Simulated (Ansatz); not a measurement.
System: bromo(dimethyl)borane, C₂H₆BBr, net charge 0, singlet state. SMILES: CB(C)Br
Geometry from a B3LYP-D3(BJ)/def2-TZVP (Ansatz, a program for electronic structure) optimisation:
```xyz
10

B      0.0527    -0.8823     0.2908
C      1.4306    -1.6002     0.1932
C     -1.2428    -1.5454     0.8436
Br    -0.0577     0.9664    -0.3186
H      2.2899    -0.9325     0.2463
H      1.4712    -2.0877    -0.7907
H      1.5355    -2.3970     0.9335
H     -1.2656    -1.3557     1.9257
H     -1.2352    -2.6315     0.7240
H     -2.1663    -1.1362     0.4356
```
Charge 0, spin multiplicity 1.

Computed values are from Ansatz. Cores are frozen in the correlated levels unless marked. Open shells are spin-unrestricted. Spin-orbit coupling is left out. Frozen are the shells of the preceding noble gas and the d and f shells that filled before the atom's block. No relativistic terms. CBS(X,Y): correlation extrapolated as X^-3; Hartree-Fock from the larger set. The bracket is a focal-point correction in the basis named.

What is the dipole moment at CCSD(T)/aug-cc-pVDZ?

1.77 D.

What is the atomisation energy De at RI-MP2/CBS(aug-cc-pVTZ,aug-cc-pVQZ)+[CCSD(T)-MP2]/aug-cc-pVTZ?

896.6 kcal/mol.

What is the T1 diagnostic at CCSD/aug-cc-pVTZ?

0.011.

What is the total energy at RI-MP2/CBS(aug-cc-pVTZ,aug-cc-pVQZ)+[CCSD(T)-MP2]/aug-cc-pVTZ?

-2677.2495 Eh.
